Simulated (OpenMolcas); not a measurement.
**Multiconfigurational calculation on Bi⁴⁺**

Input:

```
&GATEWAY
Coord
1

Bi 0.0 0.0 0.0
Basis=ANO-RCC-VQZP
Group=XYZ
NoMove
AngMom=0.0 0.0 0.0
AMFI
&SEWARD
&RASSCF
FileOrb=start.orb
Symmetry=1
Spin=2
nActEl=1 0 0
Inactive=20 19
Ras2=1 3
CIRoot=1 1 1
SDav=1
CIMx=300
Iter=120 100
PrWF=0.3
OrbListing=Nothing
MaxOrb=0
Atom
>>> COPY $Project.JobIph JOB001
&RASSCF
FileOrb=start.orb
Symmetry=2
Spin=2
nActEl=1 0 0
Inactive=20 19
Ras2=1 3
CIRoot=3 3 1
SDav=3
CIMx=300
Iter=120 100
PrWF=0.3
OrbListing=Nothing
MaxOrb=0
Atom
>>> COPY $Project.JobIph JOB002
&RASSI
NrOfJobIphs=2 1 3
1
1 2 3
IphNames
JOB001
JOB002
EJob
SpinOrbit
DIPRint=1.0
SOCoupling=1000.0
Subsets=2
MEES
Property=10
'ANGMOM' 1 'ANGMOM' 2 'ANGMOM' 3 'MLTPL  1' 1 'MLTPL  1' 2 'MLTPL  1' 3
'AMFI' 1 'AMFI' 2 'AMFI' 3 'MLTPL  2' 6
SOProperty=3
'ANGMOM' 1 'ANGMOM' 2 'ANGMOM' 3
```

A driver script runs the steps one by one and writes start.orb anew before each from the orbitals found so far.

Output, cut to the results:

```
--- SEWARD ---
Basis set label: BI.ANO-RCC...9S8P6D4F3G.

      Electronic valence basis set:
      ------------------
      Associated Effective Charge  83.000000 au
      Associated Actual Charge     83.000000 au
      Nuclear Model: Point charge

      Shell  nPrim  nBasis  Cartesian Spherical Contaminant
         s      25       9        X
         p      22       8        X
         d      16       6                 X
         f      12       4                 X
         g       4       3                 X
                  Relativistic Douglas-Kroll-Hess integrals:
                    - DKH order of Hamiltonian: 2
                    - DKH order of Properties : 0
                  Atomic mean-field integrals
--- RASSCF ---
Wave function specifications:
      -----------------------------

      Number of closed shell electrons          78
      Number of electrons in active shells       1
      Max number of holes in RAS1 space          0
      Max nr of electrons in RAS3 space          0
      Number of inactive orbitals               39
      Number of active orbitals                  4
      Number of secondary orbitals              75
      Spin quantum number                      0.5
      State symmetry                             1
Orbital specifications:
      -----------------------

      Symmetry species                           1   2
                                                ag  au
      Frozen orbitals                            0   0
      Inactive orbitals                         20  19
      Active orbitals                            1   3
      RAS1 orbitals                              0   0
      RAS2 orbitals                              1   3
      RAS3 orbitals                              0   0
      Secondary orbitals                        45  30
      Deleted orbitals                           0   0
      Number of basis functions                 66  52
      Number of CSFs                             1
      Number of root(s) required                 1
      Iter CI   SX   CI       RASSCF       Energy    max ROT     max BLB   max BLB  Level Ln srch  Step   QN
          iter iter root      energy       change     param      element    value   shift minimum  type update
 Nr of preliminary CI iterations:   1
 ###############################################################################
 ###############################################################################
 ###                                                                         ###
 ###                                                                         ###
 ###    WARNING: Problems in orbital optimization.                           ###
 ###                                                                         ###
 ###                                                                         ###
 ###############################################################################
 ###############################################################################
  Warning: In symmetry  2, orbital p=  20 has diagonal density matrix element D(p,p) close to zero. D(p,p)=  0.000000E+00
  Warning: In symmetry  2, orbital p=  21 has diagonal density matrix element D(p,p) close to zero. D(p,p)=  0.000000E+00
        ...
  Warning: In symmetry  2, orbital p=  20 has diagonal density matrix element D(p,p) close to zero. D(p,p)=  0.000000E+00
  Warning: In symmetry  2, orbital p=  21 has diagonal density matrix element D(p,p) close to zero. D(p,p)=  0.000000E+00
  Warning: In symmetry  2, orbital p=  22 has diagonal density matrix element D(p,p) close to zero. D(p,p)=  0.000000E+00
        4   1    2    1  -506.60822765    1.09E-11   2.29E-08   18  38 1 -1.05E-07   0.50   0.00    SX    NO
      Convergence after  4 iterations
        5   1    2    1  -506.60822765    0.00E+00   2.29E-08   18  33 1 -7.15E-08   0.50   0.00    SX    NO
      Natural orbitals and occupation numbers for root  1
      sym 1:   1.000000
      sym 2:   0.000000   0.000000   0.000000
::    RASSCF root number  1 Total energy: -21506.60822765
--- RASSCF ---
Wave function specifications:
      -----------------------------

      Number of closed shell electrons          78
      Number of electrons in active shells       1
      Max number of holes in RAS1 space          0
      Max nr of electrons in RAS3 space          0
      Number of inactive orbitals               39
      Number of active orbitals                  4
...
--- RASSI ---
SPIN-FREE ENERGIES:
  (Shifted by EMIN (a.u.) =     -21506.6082276514)

 SF State       Relative EMIN(au)   Rel lowest level(eV)    D:o, cm**(-1)      L_eff

     1             0.0000000000        0.0000000000              0.0000         0.0
     2             0.4756828182       12.9439888961         104400.3112         1.0
     3             0.4756828182       12.9439888961         104400.3112         1.0
     4             0.4756828207       12.9439889633         104400.3117         1.0
     Dipole printing threshold changed to   1.00000000E+00

++ Dipole transition strengths (spin-free states):
   -----------------------------------------------
     for osc. strength at least  1.00000000E+00

  ( Max oscillator strength is only   0.45142254078952521      )
--
Eigenvalues of complex Hamiltonian:
   -----------------------------------
  (Shifted by EMIN (a.u.) =     -21506.6082276514)

 SO State       Relative EMIN(au)   Rel lowest level(eV)    D:o, cm**(-1)     J-value

     1             0.0000000000        0.0000000000              0.0000         0.4
     2             0.0000000000        0.0000000000              0.0000         0.4
     3             0.4107068006       11.1759013841          90139.7237         0.4
     4             0.4107068006       11.1759013841          90139.7237         0.4
     5             0.5081708272       13.8280326590         111530.6050         1.3
     6             0.5081708272       13.8280326590         111530.6050         1.3
     7             0.5081708292       13.8280327126         111530.6054         1.0
     8             0.5081708292       13.8280327126         111530.6054         1.0
Weights of the five most important spin-orbit-free states for each spin-orbit state.

 SO State  Total energy (au)           Spin-free states, spin, and weights
 -------------------------------------------------------------------------------------------------------
...
```

The J values that RASSI prints are effective ones from its own formula and need not be integers or half-integers; the table below assigns J from the states.

Levels above the lowest, from the spin-orbit matrix, grouped by J:

```
Configuration  Term    J  E (cm⁻¹)  Measured (cm⁻¹)      g  Term weight %
           6s    ²S  1/2       0.0              0.0  2.002            100
           6p   ²P°  1/2     90140                   0.666            100
           6p   ²P°  3/2    111531           115674  1.334            100
```

Against the measured value (Moore, Atomic Energy Levels, vol. III, NSRDS-NBS 35 (1971 reprint of NBS Circular 467, 1958)): 6p ²P°_3/2: computed 111531, measured 115674 cm⁻¹ (-3.6 %).

Spin-orbit splittings of 6p shells tend to come out small when the coupling is added on scalar orbitals. With one active electron the reference holds no correlation, so core polarisation is missing. Computed and measured levels are paired by configuration, term and J; levels that our copy of the source lacks, or whose pairing is in doubt (as where it misses far off the trend of its configuration), stay unpaired and out of the deviations. Levels of configurations outside the active space are missing.

The term weight is that of the spin-free term in the level, not the purity of its configuration. ° marks odd parity.
